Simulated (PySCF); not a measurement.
Species: C2H6SSi.
Cartesian coordinates in Å at the PBE0-D3(BJ)/def2-SVP level; atoms count from 1:
```xyz
10
C2H6SSi angstrom
C      1.5428    0.9535    0.3172
C      0.6825    0.3196   -0.4887
Si    -0.6519   -0.8118    0.1548
S     -2.6115   -0.1457   -0.4342
H      1.5100    0.8331    1.4067
H      2.3215    1.6201   -0.0702
H      0.7575    0.4808   -1.5722
H     -0.5617   -2.1764   -0.4414
H     -0.5136   -0.8880    1.6414
H     -2.4849    1.0728    0.1380
```

Method: PySCF, PBE0-D3(BJ)/def2-SVP geometry optimisation, gas phase.

Masses are those of the commonest isotopes; rigid-rotor values at the optimised geometry. The values belong to one conformer with, in the numbering `[CH2:1]=[CH:2][SiH2:3][SH:4]`, C1–C2–Si3–S4 121°, C2–Si3–S4–H -58°.

(1) What are A, B and C (GHz)?

(2) What kind of rotor is it?

(3) Is it planar, by Δ = Ic − Ia − Ib?

(4) Where do the levels up to J = 5 lie, in MHz?

(5) Predict some low-J microwave lines.

(6) Estimate the classical rotational partition function at 10 K, 25 K and 50 K.

Answers

(1) Ia = 44.46, Ib = 242.49, Ic = 264.06 u·Å²; 505379 MHz·u·Å²/I gives 11368, 2084 and 1914 MHz, that is A = 11.368, B = 2.0841, C = 1.9138 GHz.

(2) A near-prolate asymmetric top. Ray's parameter κ = (2B − A − C)/(A − C) = -0.964; −1 is the prolate and +1 the oblate limit.

(3) Not planar: Δ = Ic − Ia − Ib = -22.89 u·Å². For a rigid frame Δ = −2 Σ m c², so Σ m c² = 11.44 u·Å² lies off the ab plane: 7.48 from hydrogen and 3.97 from heavier atoms. The atom farthest from that plane is 1.46 Å away.

(4) Above 0(0,0):
J = 1: 1(0,1) 3998, 1(1,1) 13281, 1(1,0) 13452
J = 2: 2(0,2) 11991, 2(1,2) 21107, 2(1,1) 21618, 2(2,1) 49468, 2(2,0) 49471
J = 3: 3(0,3) 23976, 3(1,3) 32844, 3(1,2) 33865, 3(2,2) 61462, 3(2,1) 61474, 3(3,1) 108306, 3(3,0) 108306
J = 4: 4(0,4) 39945, 4(1,4) 48491, 4(1,3) 50193, 4(2,3) 77452, 4(2,2) 77487, 4(3,2) 124303, 4(3,1) 124303, 4(4,1) 189879, 4(4,0) 189879
J = 5: 5(0,5) 59888, 5(1,5) 68045, 5(1,4) 70598, 5(2,4) 97436, 5(2,3) 97517, 5(3,3) 144300, 5(3,2) 144301, 5(4,2) 209873, 5(4,1) 209873, 5(5,1) 294186, 5(5,0) 294186
The levels of one J sum to (2J + 1)J(J + 1)(A + B + C)/3.

(5) The dipole components are |μa| = 1.76 D, |μb| = 0.59 D, |μc| = 0.52 D. Intensities carry the squares of the components, which stand as 1.00 : 0.11 : 0.09 (a : b : c). Some of the stronger lines:

```
type  branch         J(Ka,Kc)    MHz  lower level (cm⁻¹)
   a       Q  2(1,1) ← 2(1,2)    511               0.704
   a       R  1(0,1) ← 0(0,0)   3998               0.000
   b       R  4(0,4) ← 3(1,3)   7101               1.096
   a       R  2(0,2) ← 1(0,1)   7994               0.133
   b       Q  1(1,0) ← 1(0,1)   9454               0.133
   a       R  3(1,2) ← 2(1,1)  12248               0.721
   b       R  1(1,1) ← 0(0,0)  13281               0.000
   a       R  5(3,3) ← 4(3,2)  19997               4.146
   a       R  5(2,3) ← 4(2,2)  20031               2.585
   b       R  4(1,4) ← 3(0,3)  24515               0.800
   b       Q  5(2,3) ← 5(1,4)  26920               2.355
   b       Q  3(2,1) ← 3(1,2)  27608               1.130
   b       Q  4(2,3) ← 4(1,4)  28961               1.617
   b       R  3(2,2) ← 2(1,1)  39844               0.721
   b       R  4(2,3) ← 3(1,2)  43586               1.130
   b       Q  5(3,2) ← 5(2,3)  46783               3.253
   b       R  3(3,1) ← 2(2,0)  58836               1.650
   b       R  4(3,2) ← 3(2,1)  62829               2.051
   b       R  5(3,3) ← 4(2,2)  66813               2.585
   b       R  5(3,2) ← 4(2,3)  66849               2.584
```

(6) Point group C1, symmetry number σ = 1; q = (√π/σ)·√((kT/h)³/(ABC)), k/h = 20836.6 MHz/K: 792 at 10 K, 3130 at 25 K, 8850 at 50 K.

PBE0-D3(BJ)/def2-SVP frequencies: not computed here. No vibrational averaging or centrifugal distortion is included, and the geometry carries the error of its method.
